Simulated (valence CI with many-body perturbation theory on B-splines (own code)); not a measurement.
**Re60+: electric-dipole lines**

Method: valence CI with perturbative core correlation (CI+MBPT): five valence electrons over a frozen Dirac-Fock core [Ne], radial functions for each j: 11 s, 11 p, 10 d, 8 f, 5 g, 2 h, with the one-electron correlation potential Σ1 (screened to all orders), the two-electron term Σ2, the three-electron term Σ3, Breit, model QED; selected single and double excitations, second order for the rest, scaled by the run's own slope (own B-spline code, finite nucleus).

The last digits are not significant, and no measured levels were compared; by estimate large intervals hold to a few tenths of a per cent, small ones and those within an open d or f shell to about a per cent. Among the levels kept, up to 3100 cm⁻¹ of a level comes from second order outside the variational space, and about a tenth of that is noise between levels of different J, which matters for small intervals.

Lines 151 to 200 of 557 in falling wavelength, among levels below 11453 × 10³ cm⁻¹, chosen from the strongest by gf and those to the six lowest levels. Wavelengths and rates use the calculated energies. Electric multipoles are in the length gauge, E1 and E2 with the static RPA response of the core. Weak lines are less certain than strong ones. Lines between different terms over intervals too small for the method are left out, as are lines whose strength nearly cancels. The highest levels of a list are the least certain.

Levels are named by their leading jj configuration (3d3/2^4 stands for four electrons in 3d with j = 3/2), which in mixed levels can hold well under half, so a name can repeat and another be missing. Letters in brackets count levels of one name in rising energy.

```csv
λ vac (nm),Upper,Lower,A (s⁻¹),log gf,Branch %
3.654,(3s^2 3p3/2 3d5/2^2) J=5/2,(3s^2 3p3/2^2 3d5/2) J=7/2,1.40e+11,-0.77,39.1
3.651,(3s 3p1/2 3p3/2^2 3d5/2) J=1/2 [c],(3s 3p1/2 3p3/2^3) J=1/2,2.64e+11,-0.98,12.3
3.650,(3s^2 3p1/2 3d3/2 3d5/2) J=3/2 [b],(3s^2 3p1/2 3p3/2 3d3/2) J=1/2 [b],2.10e+11,-0.78,3.6
3.642,(3s^2 3p1/2 3d5/2^2) J=7/2,(3s^2 3p1/2 3p3/2 3d5/2) J=5/2 [a],3.37e+10,-1.27,4.7
3.636,(3s^2 3p3/2 3d5/2^2) J=7/2,(3s^2 3p3/2^2 3d5/2) J=9/2,1.04e+11,-0.78,32.2
3.636,(3s^2 3p1/2 3d3/2 3d5/2) J=5/2 [a],(3s^2 3p1/2 3p3/2 3d3/2) J=5/2 [a],1.47e+11,-0.76,29.4
3.635,(3s^2 3p1/2 3p3/2 3d5/2) J=1/2,(3s^2 3p1/2 3p3/2^2) J=1/2,4.28e+11,-0.77,77.9
3.633,(3s 3p1/2^2 3p3/2 3d5/2) J=7/2 [a],(3s 3p1/2^2 3p3/2^2) J=5/2,3.00e+11,-0.32,80.3
3.632,(3s 3p1/2^2 3d3/2 3d5/2) J=5/2 [a],(3s 3p1/2^2 3p3/2 3d3/2) J=3/2 [a],2.14e+11,-0.59,67.0
3.630,(3s 3p1/2^2 3d5/2^2) J=1/2,(3s 3p1/2^2 3p3/2 3d5/2) J=3/2 [b],3.60e+11,-0.85,49.3
3.622,(3s 3p1/2 3p3/2^2 3d5/2) J=3/2 [d],(3s 3p1/2 3p3/2^3) J=3/2 [b],3.28e+11,-0.59,8.3
3.619,(3s^2 3p1/2 3p3/2 3d5/2) J=5/2 [b],(3s^2 3p1/2 3p3/2^2) J=5/2,1.27e+11,-0.83,16.5
3.618,(3s 3p1/2^2 3d5/2^2) J=5/2,(3s 3p1/2^2 3p3/2 3d5/2) J=3/2 [a],4.61e+10,-1.27,7.5
3.617,(3s 3p1/2^2 3p3/2 3d5/2) J=3/2 [b],(3s 3p1/2^2 3p3/2^2) J=1/2,2.25e+11,-0.75,17.5
3.617,(3s 3p1/2^2 3p3/2 3d5/2) J=5/2 [b],(3s 3p1/2^2 3p3/2^2) J=3/2,4.56e+11,-0.27,39.9
3.616,(3s 3p1/2 3p3/2^2 3d5/2) J=5/2 [b],(3s 3p1/2 3p3/2^3) J=3/2 [a],1.44e+11,-0.77,6.3
3.615,(3s^2 3p3/2 3d5/2^2) J=7/2,(3s^2 3p3/2^2 3d5/2) J=7/2,1.09e+11,-0.77,34.0
3.610,(3s 3p1/2^2 3d5/2^2) J=5/2,(3s 3p1/2^2 3p3/2 3d5/2) J=7/2 [a],6.59e+10,-1.11,10.7
3.609,(3s^2 3p1/2 3d5/2^2) J=1/2,(3s^2 3p1/2 3p3/2 3d5/2) J=1/2,1.84e+11,-1.14,23.5
3.605,(3s^2 3p1/2 3d3/2 3d5/2) J=3/2 [a],(3s^2 3p1/2 3p3/2 3d3/2) J=3/2 [a],2.16e+11,-0.77,43.7
3.604,(3s^2 3p1/2 3p3/2 3d5/2) J=7/2 [b],(3s^2 3p1/2 3p3/2^2) J=5/2,5.10e+11,-0.10,100.0
3.603,(3s^2 3p1/2 3d3/2 3d5/2) J=7/2 [b],(3s^2 3p1/2 3p3/2 3d3/2) J=5/2 [b],3.51e+11,-0.26,7.9
3.602,(3s^2 3p1/2 3d3/2 3d5/2) J=3/2 [a],(3s^2 3p1/2 3p3/2 3d3/2) J=1/2 [a],1.29e+11,-1.00,26.1
3.594,(3s 3p1/2 3p3/2^2 3d5/2) J=5/2 [d],(3s 3p1/2 3p3/2^3) J=5/2,2.30e+11,-0.57,18.4
3.590,(3s^2 3p1/2 3d5/2^2) J=9/2,(3s^2 3p1/2 3p3/2 3d5/2) J=9/2,1.43e+11,-0.56,28.7
3.590,(3s^2 3p3/2 3d3/2 3d5/2) J=5/2 [d],(3s^2 3p3/2^2 3d3/2) J=3/2 [b],3.86e+11,-0.35,10.8
3.585,(3s 3p1/2^2 3d3/2 3d5/2) J=3/2 [a],(3s 3p1/2^2 3p3/2 3d3/2) J=1/2 [a],1.98e+11,-0.82,56.7
3.578,(3s 3p1/2 3p3/2^2 3d5/2) J=7/2 [d],(3s 3p1/2 3p3/2^3) J=5/2,3.26e+10,-1.30,1.0
3.577,(3s^2 3p1/2 3d3/2 3d5/2) J=1/2,(3s^2 3p1/2 3p3/2 3d3/2) J=1/2 [a],3.26e+11,-0.90,74.1
3.576,(3s^2 3p3/2 3d5/2^2) J=9/2,(3s^2 3p3/2^2 3d5/2) J=9/2,4.09e+11,-0.11,54.6
3.571,(3s^2 3p3/2 3d3/2 3d5/2) J=1/2 [b],(3s^2 3p3/2^2 3d3/2) J=3/2 [b],4.72e+11,-0.74,13.6
3.570,(3s 3p1/2^2 3d3/2 3d5/2) J=9/2,(3s 3p1/2^2 3p3/2 3d3/2) J=7/2,2.95e+11,-0.25,78.4
3.569,(3s^2 3p1/2 3d5/2^2) J=1/2,(3s^2 3p1/2 3p3/2 3d5/2) J=3/2 [b],5.52e+11,-0.68,70.5
3.561,(3s 3p1/2^2 3d3/2 3d5/2) J=3/2 [a],(3s 3p1/2^2 3p3/2 3d3/2) J=3/2 [a],6.98e+10,-1.28,20.0
3.556,(3s 3p1/2^2 3d5/2^2) J=1/2,(3s 3p1/2^2 3p3/2 3d5/2) J=1/2,1.71e+11,-1.19,23.5
3.555,(3s^2 3p3/2 3d5/2^2) J=9/2,(3s^2 3p3/2^2 3d5/2) J=7/2,3.00e+11,-0.25,40.0
3.554,(3s 3p1/2 3p3/2^2 3d5/2) J=5/2 [f],(3s 3p1/2 3p3/2^3) J=3/2 [b],6.10e+11,-0.16,16.8
3.554,(3s^2 3p3/2 3d3/2^2) J=3/2 [a],(3s 3p1/2 3p3/2^3) J=3/2 [a],1.22e+11,-1.03,1.7
3.554,(3s^2 3p3/2 3d3/2 3d5/2) J=7/2 [c],(3s^2 3p3/2^2 3d3/2) J=5/2,6.17e+11,-0.03,14.8
3.546,(3s^2 3p3/2^2 3d5/2) J=3/2,(3s^2 3p3/2^3) J=3/2,6.56e+11,-0.31,89.2
3.541,(3s 3p1/2 3p3/2^2 3d5/2) J=3/2 [e],(3s 3p1/2 3p3/2^3) J=3/2 [b],2.15e+11,-0.79,7.5
3.537,(3s^2 3p1/2 3d5/2^2) J=3/2,(3s^2 3p1/2 3p3/2 3d5/2) J=5/2 [a],1.15e+11,-1.07,14.7
3.535,(3s^2 3p3/2 3d3/2 3d5/2) J=5/2 [c],(3s^2 3p3/2^2 3d3/2) J=3/2 [a],3.77e+11,-0.37,7.0
3.532,(3s 3p1/2 3p3/2^2 3d5/2) J=7/2 [e],(3s 3p1/2 3p3/2^3) J=5/2,5.31e+11,-0.10,23.8
3.532,(3s 3p1/2^2 3d5/2^2) J=5/2,(3s 3p1/2^2 3p3/2 3d5/2) J=5/2 [a],3.41e+11,-0.42,55.2
3.529,(3s^2 3p1/2 3d5/2^2) J=5/2,(3s^2 3p1/2 3p3/2 3d5/2) J=5/2 [a],3.73e+11,-0.38,57.8
3.517,(3s 3p1/2 3p3/2^2 3d5/2) J=3/2 [e],(3s 3p1/2 3p3/2^3) J=1/2,6.77e+11,-0.30,23.6
3.516,(3s 3p1/2 3p3/2^2 3d5/2) J=3/2 [b],(3s 3p1/2 3p3/2^3) J=3/2 [a],2.61e+11,-0.71,9.3
3.514,(3s^2 3p1/2 3p3/2 3d5/2) J=3/2 [b],(3s^2 3p1/2 3p3/2^2) J=5/2,6.83e+10,-1.30,17.5
3.505,(3s 3p1/2 3p3/2^2 3d5/2) J=5/2 [e],(3s 3p1/2 3p3/2^3) J=5/2,3.55e+11,-0.41,18.3
```

Task: How does gf follow from A for the line at 3.622 nm?

Result: gf = 1.4992 × (2J+1)_upper × A / σ², with σ = 2760676 cm⁻¹ and 2J+1 = 4: gf = 0.258.
